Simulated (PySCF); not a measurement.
The vertical singlet excitations below were computed for one of the candidates. The calculation used PySCF, TDDFT PBE0/def2-SVPD, vertical, gas phase, core orbitals frozen in the response. Geometries: GFN2-xTB, one conformer each.

| state | ν̃ (cm⁻¹) | f | main configurations (H = HOMO, L = LUMO) |
| --- | --- | --- | --- |
| S1 | 41910 | 0.149 | H→L (95%) |
| S2 | 42060 | 0.0004 | H-1→L (99%) |
| S3 | 46960 | 0.0004 | H→L+1 (64%), H→L+2 (34%) |
| S4 | 50800 | 0.0000 | H→L+2 (62%), H→L+1 (34%) |
| S5 | 52000 | 0.0034 | H-3→L (79%), H-5→L (18%) |
| S6 | 54270 | 0.020 | H-2→L (87%) |

Orbital energies (eV): HOMO-3 -9.58, HOMO-2 -9.05, HOMO-1 -8.59, HOMO -7.39, LUMO -1.52, LUMO+1 -0.20, LUMO+2 0.16.

**Question.** Which candidate is it?
A. `[SiH3]SC1=CC=CC=N1`
B. `[SiH3]Oc1cnsn1`
C. `C=CCC(=C)O[SiH3]`
D. `C=N[Si@H](C)CC`

**Answer.** B. Its S1 lies at 5.20 eV; the nearest of the others has S1 at 5.58 eV. S1 is HOMO→LUMO (95%). Löwdin shares by element: HOMO sulfur 36%, carbon 27%, oxygen 16% (atoms not listed hold the other 21%); LUMO nitrogen 46%, sulfur 23%, carbon 15% or more (atoms not listed hold the other 16%). At the same level the other candidates give, for their lowest levels:
- `C=CCC(=C)O[SiH3]`: 5.58 eV (f 0.050); 5.97 eV (f 0.011); 6.56 eV (f 0.040); 6.77 eV (f 0.286); 6.83 eV (f 0.078); T1 4.16 eV; HOMO -6.72, LUMO -0.17 eV
- `C=N[Si@H](C)CC`: 4.00 eV (f 0.000); 6.31 eV (f 0.080); 6.47 eV (f 0.027); 6.84 eV (f 0.019); 6.87 eV (f 0.032); T1 3.35 eV; HOMO -6.84, LUMO -0.75 eV
- `[SiH3]Sc1ccccn1`: 4.32 eV (f 0.036); 4.94 eV (f 0.002); 5.12 eV (f 0.254); 5.38 eV (f 0.003); 5.45 eV (f 0.001); T1 3.59 eV; HOMO -6.67, LUMO -1.38 eV

The values belong to the conformer `[SiH3:1][O:2][c:3]1[cH:4][n:5][s:6][n:7]1`: Si1–O2–C3–C4 180°.
Triplets come from the Tamm–Dancoff approximation.
